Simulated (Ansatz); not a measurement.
A run for Ansatz (an electronic-structure program): U-CAM-B3LYP/def2-TZVPP on AlSb, 2S+1 = 3, a spin state set in the input, which need not be the lowest, a point of a bond scan (R = 2.519 Å). Elements past Kr take the def2 small-core potentials; no spin–orbit coupling.

Ansatz 0.2 input:
```yaml
crystal:
  periodic: [false, false, false]
  atoms:
    - {symbol: Al, position_ang: [0.00000000, 0.00000000, 0.00000000]}
    - {symbol: Sb, position_ang: [0.00000000, 0.00000000, 2.51923700]}
basis:
  gaussian:
    orbitals: def2-TZVPP
    pivot_positions_ang: [[0.00000000, 0.00000000, 0.00000000], [0.00000000, 0.00000000, 2.51923700]]
hamiltonian:
  xc: {name: CAM-B3LYP}
magnetization: {spin_polarized: true, initial_magnetization: 2}
output: {forces: true, orbitals: {seedname: ./end}}
```

The head of its log:

```
WARN ansatz: RAYON_NUM_THREADS=2 ignored (pool sized by the plan → 2); use --threads N
Functional definition: CAM-B3LYP
integrals: 0.03 GiB planned
724 factors; their error is unknown
integrals: 0.06 GiB planned
193 factors; integrals over basis functions are off by at most 2.6e-5 eV
mean field: 0.44 GiB planned
mean field evaluation 1: about -13132.1000 eV, gradient 8.5e0 eV
mean field evaluation 2: about -13131.9572 eV, gradient 1.1e1 eV
```

Problem. Predict the final total energy.

Solution. -482.6323 hartree.
